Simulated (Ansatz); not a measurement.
`N=[CH][Al]([SH])[Cl]` + `NB(F)S` → `[NH2][Al]([SH])[Cl]` + `N=CB(F)S`  (redistribution)

Gas-phase electronic energies from Ansatz, PBE0-D4/def2-TZVP geometries. CBS: MP2 limit from def2 TZ/QZ plus the TZ coupled-cluster correction, frozen cores. This one scheme is used for every species. DFT in def2-TZVPP. Each species was taken in one conformer, which may not be the lowest.

Problem. Is it downhill or uphill in electronic energy at CCSD(T)/CBS, and by how much? (Estimate.)

Solution. Ansatz gave: Nearly level: ΔE = +0.02 eV.

Problem. What do these levels give: PBE0-D4, ωB97M-V, PBE, HF/def2-TZVPP, MP2/def2-TZVPP, SCS-MP2/def2-TZVPP, CCSD(T)/def2-TZVPP, HF/def2-QZVPP, MP2/def2-QZVPP, SCS-MP2/def2-QZVPP, HF/CBS(def2), CCSD/CBS(def2)? (Estimate.)

Solution. Computed: PBE0-D4 0.09, ωB97M-V 0.07, PBE 0.10, HF/def2-TZVPP 0.03, MP2/def2-TZVPP 0.02, SCS-MP2/def2-TZVPP 0.01, CCSD(T)/def2-TZVPP 0.02, HF/def2-QZVPP 0.02, MP2/def2-QZVPP 0.01, SCS-MP2/def2-QZVPP 0.00, HF/CBS(def2) 0.02, CCSD/CBS(def2) 0.01 eV.

Largest T1 diagnostic among the species: 0.014.
